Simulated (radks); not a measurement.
The scandium ion Sc+ inside a hard spherical wall (all orbitals vanish at R), configuration held at [Ar] 3d1 4s1 and not refilled when levels cross. Calculated with a radial shooting solver on a logarithmic mesh with Libxc functionals: scalar-relativistic Kohn-Sham, PBEsol, spin-polarised, spherical densities, point nucleus; open shells are filled with parallel spins first. Eigenvalues in eV for spin up, with the zero of energy where the potential of the charges vanishes at infinity; a dash marks a level that is unbound or too diffuse for the functional's potential to be trusted. A positive occupied level is held by the wall or, in an anion where self-interaction has pushed it up, behind a barrier. The pressure on the wall is -dE/dV.

\begin{tabular}{lrrrrrrrrr}
R (bohr) & E (hartree) & kinetic (hartree) & e(3s) & e(3p) & e(3d) & e(4s) & e(4p, empty) & e(5s, empty) & pressure (GPa) \\ \hline
free & -762.91633 & 768.624 & -62.245 & -40.930 & -10.454 & -10.269 & -6.711 & - & 0 \\
15 & -762.91633 & 768.624 & -62.245 & -40.930 & -10.454 & -10.269 & -6.711 & -3.049 & < 0.0001 \\
12 & -762.91632 & 768.625 & -62.244 & -40.929 & -10.453 & -10.269 & -6.708 & -2.796 & 0.000126 \\
10 & -762.91623 & 768.626 & -62.236 & -40.922 & -10.446 & -10.263 & -6.683 & -2.111 & 0.00342 \\
7 & -762.91010 & 768.674 & -61.991 & -40.681 & -10.231 & -9.995 & -6.087 & 2.817 & 0.383 \\
6 & -762.89430 & 768.765 & -61.593 & -40.293 & -9.872 & -9.428 & -5.093 & 7.963 & 1.78 \\
5 & -762.84091 & 769.008 & -60.711 & -39.440 & -9.024 & -7.741 & -2.529 & 18.491 & 8.67 \\
4 & -762.65237 & 769.724 & -58.815 & -37.613 & -6.941 & -2.459 & 4.557 & 42.343 & 50.2 \\
3 & -761.82607 & 772.712 & -53.828 & -32.596 & -0.519 & 16.966 & 27.543 & 106.63 & 451 \\
2.5 & -760.34284 & 778.000 & -47.148 & -25.450 & 8.402 & 45.400 & 58.401 & 183.23 & 1790 \\
2 & -755.81954 & 792.851 & -30.422 & -7.152 & 29.389 & 114.37 & 128.87 & 344.86 & 9170 \\
\end{tabular}
